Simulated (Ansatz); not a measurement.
Be₇O₇⁺. The state is a doublet with charge 1. Geometry PBE0-D4/def2-SVP, that of the neutral singlet; atoms count from 1.

```xyz
14

Be    0.852   -2.779    1.009
Be    0.464    2.708   -1.387
Be   -1.688   -2.102    1.489
Be    2.749   -1.366   -0.233
Be   -1.996    2.303   -0.426
Be   -2.956    0.161    0.851
Be    2.576    1.075   -1.304
O    -0.904    2.957   -1.069
O    -0.493   -2.881    1.474
O     1.793    2.233   -1.590
O    -2.922    1.455    0.252
O     2.125   -2.446    0.460
O     3.143   -0.173   -0.908
O    -2.742   -1.146    1.380
```

Another isomer (singlet) lies 0.20 eV lower at PBE0-D4/def2-TZVP; other spin states weren't run for this one.

Estimate the Mulliken populations from the PBE0/def2-TZVP orbitals of Ansatz.


```tsv
atom	charge (e)	spin (α − β)
Be1	0.17	-0.03
Be2	0.14	0.00
Be3	0.17	-0.03
Be4	0.16	-0.03
Be5	0.15	-0.02
Be6	0.16	-0.03
Be7	0.15	-0.02
O8	-0.04	0.09
O9	0.00	0.20
O10	-0.03	0.10
O11	-0.01	0.18
O12	-0.01	0.20
O13	-0.01	0.18
O14	-0.01	0.20
```
Mulliken values depend strongly on the basis.

Where does the spin sit?

Summed by element: Be -0.15, O 1.15, of 1 unpaired in all. Largest on single atoms: O14 0.20, O12 0.20, O9 0.20.

And the Mayer bond orders between heavy atoms (over 0.3)?

Be1–O9 1.26 (1.43 Å); Be1–O12 1.27 (1.43 Å); Be2–O8 1.28 (1.43 Å); Be2–O10 1.27 (1.43 Å); Be3–O9 1.26 (1.43 Å); Be3–O14 1.27 (1.43 Å); Be4–O12 1.25 (1.43 Å); Be4–O13 1.28 (1.43 Å); Be5–O8 1.31 (1.43 Å); Be5–O11 1.23 (1.43 Å); Be6–O11 1.29 (1.43 Å); Be6–O14 1.25 (1.43 Å); Be7–O10 1.31 (1.43 Å); Be7–O13 1.23 (1.43 Å).
